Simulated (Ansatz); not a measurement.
Mulliken charges of `C=C=C1O[SiH2]1` from ωB97M-V/def2-TZVPP in Ansatz (PBE0-D4/def2-TZVP geometry).

```json
{"atom": "C1", "x (Å)": "0.971", "y (Å)": "1.566", "z (Å)": "-1.376", "charge (e)": "-0.215"}
{"atom": "C2", "x (Å)": "0.341", "y (Å)": "0.680", "z (Å)": "-0.658", "charge (e)": "-0.090"}
{"atom": "C3", "x (Å)": "-0.232", "y (Å)": "-0.200", "z (Å)": "0.089", "charge (e)": "0.044"}
{"atom": "O4", "x (Å)": "-1.517", "y (Å)": "-0.812", "z (Å)": "0.021", "charge (e)": "-0.363"}
{"atom": "Si5", "x (Å)": "-0.646", "y (Å)": "-1.392", "z (Å)": "1.338", "charge (e)": "0.414"}
{"atom": "H6", "x (Å)": "0.890", "y (Å)": "2.628", "z (Å)": "-1.165", "charge (e)": "0.119"}
{"atom": "H7", "x (Å)": "1.593", "y (Å)": "1.274", "z (Å)": "-2.218", "charge (e)": "0.119"}
{"atom": "H8", "x (Å)": "-0.190", "y (Å)": "-2.795", "z (Å)": "1.271", "charge (e)": "-0.013"}
{"atom": "H9", "x (Å)": "-1.122", "y (Å)": "-0.994", "z (Å)": "2.679", "charge (e)": "-0.013"}
```

**Question.** By hand: the dipole of these point charges (1 e Å = 4.8032 D).

**Answer.** Σ q r = (0.346, -0.175, 0.451) e Å, of length 0.595 e Å = 2.86 D.

**Question.** How does the dipole of the full density compare? (Estimate.)

**Answer.** Computed: (0.211, -0.160, 0.343) e Å, 2.08 D; the point charges give 1.38 times that, at 7° from its direction.

Point charges leave out the atoms' own dipoles, such as those of lone pairs, and Mulliken's split depends on the basis, so the two needn't agree.
